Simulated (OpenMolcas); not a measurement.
Mo5+ among 6 point charges of -0.85 e arranged as an octahedron (Oh), 1.78 Å from the ion.
```
   1.7800    0.0000    0.0000  -0.85
   0.0000    1.7800    0.0000  -0.85
  -1.7800    0.0000    0.0000  -0.85
   0.0000   -1.7800    0.0000  -0.85
   0.0000    0.0000    1.7800  -0.85
   0.0000    0.0000   -1.7800  -0.85
```

```
Program             : OpenMolcas
Method              : CASSCF
Basis               : ANO-RCC-VDZP [6s5p3d1f]
Scalar Hamiltonian  : DKH2, point nucleus
Active space        : 1 electron in 5 orbitals (4d)
State averaging     : 2S+1 = 2 even, 5 roots
Spin-orbit coupling : RASSI with atomic mean-field integrals over the reference wave functions
```

Question: What is the spin-free ground state (labels of O, the rotations of Oh)?

Answer: 2T2, 3-fold in its orbital part, 100 % from free-ion D terms; it has the highest spin that d1 allows.

Question: Where is the first state of the same spin?

Answer: 2E at 7030 cm-1 above the ground state.

Question: What are the lowest two levels with spin-orbit coupling?

Answer: A 4-fold level Γ8, then a 2-fold level Γ7 1698 cm-1 above it. Their leading multiplicities are 2 (100 %) and 2 (100 %).

Question: What is χT at 300 K, and how does it compare with the textbook value?

Answer: The lowest level has 2S+1 = 2, for which the spin-only value is χT = S(S+1) / 2 = 0.375 cm3 K/mol (g = 2). The computed 0.132 at 300 K differs by -0.243, through orbital momentum, spin-orbit coupling and any other state in reach. With a threefold ground state the orbital momentum is unquenched, so the spin-only value is not expected to hold.

Question: Which ligand-field parameters describe the states?

Answer: The gap between the two states is 10Dq = 7029 cm-1. 

An orbital triplet at a regular site is open to Jahn-Teller coupling, which can distort the site and quench the lowest spin-orbit gaps and is left out. This field is weak: 10Dq is about 7029 cm-1, while octahedral complexes of 4d ions of charge 3 and more, computed by the same method with explicit ligands, had a median near 25000 cm-1. Ground spin and moment need not be those of a real site. Point charges carry no covalency, so the field is a model and not that of real ligands. No measured value stands beside these numbers.
